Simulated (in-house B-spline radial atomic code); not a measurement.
RPA and G0W0 for Bi, [Xe] 4f14 5d10 6s2 6p3, highest spin, as one setting changes: the share of exact exchange in the PBE hybrid start. A dash marks a level of low quasi-particle weight. Computed with an all-electron radial atomic-structure program (B-spline basis): all electrons, scalar-relativistic (spin-free one-electron X2C), finite nucleus, each spin shell either full or empty, empty states to l = 9 with an (l + 1/2)⁻⁴ tail; G0W0 by contour deformation at full frequency.

Without the two-electron picture change, the correlation of inner shells comes somewhat too large for so heavy an element.

Spin-orbit coupling, left out, splits p levels strongly here.

| share of exact exchange in the PBE hybrid start | mean-field level (eV) | G0W0 level (eV) | RPA correlation (Eh) |
| --- | --- | --- | --- |
| 0 | -5.201 | - | -7.4053 |
| 0.1 | -5.603 | 6p up -8.688 | -7.352 |
| 0.2 | -6.009 | 6p up -8.778 | -7.3003 |
| 0.3 | ? | ? | ? |
| 0.4 | -6.832 | 6p up -8.887 | -7.2011 |
| 0.5 | -7.249 | 6p up -8.920 | -7.1534 |
| 0.6 | ? | ? | ? |
| 0.7 | -8.091 | 6p up -8.962 | -7.0615 |
| 0.8 | -8.516 | 6p up -8.974 | -7.0171 |
| 0.9 | -8.943 | 6p up -8.983 | -6.9737 |
| 1 | -9.373 | 6p up -8.988 | -6.9313 |

What belongs in the row for 0.3?

mean-field level (eV): -6.419; G0W0 level (eV): 6p up -8.842; RPA correlation (Eh): -7.25.

What belongs in the row for 0.6?

mean-field level (eV): -7.668; G0W0 level (eV): 6p up -8.944; RPA correlation (Eh): -7.1069.

At what share of exact exchange does G0W0 leave the highest level unchanged?

Near 0.91, where the shift changes sign (-0.040 eV at 0.9, +0.385 eV at 1).
